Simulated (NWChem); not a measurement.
System: CsI; SMILES [Cs][I]

```xyz
2

Cs     0.0000     0.0000    -1.6606
I      0.0000     0.0000     1.7225
```
Atoms are numbered in this order, from 1.

The geometry was optimised at PBE0/def2-SVP. def2 effective core potentials on I, Cs; no spin-orbit coupling.

List the 4 lowest vertical singlet excitations from CAM-B3LYP/def2-SVPD with def2 effective core potentials on I, Cs, TDA (NWChem).


| state | energy (eV) | oscillator strength | leading excitation (squared amplitude) |
|---|---|---|---|
| S1 | 3.52 | 0.017 | HOMO → LUMO (0.89) |
| S2 | 3.52 | 0.017 | HOMO−1 → LUMO (0.89) |
| S3 | 3.77 | 0.101 | HOMO−2 → LUMO (0.89) |
| S4 | 4.86 | 0.000 | HOMO → LUMO+2 (0.30) |
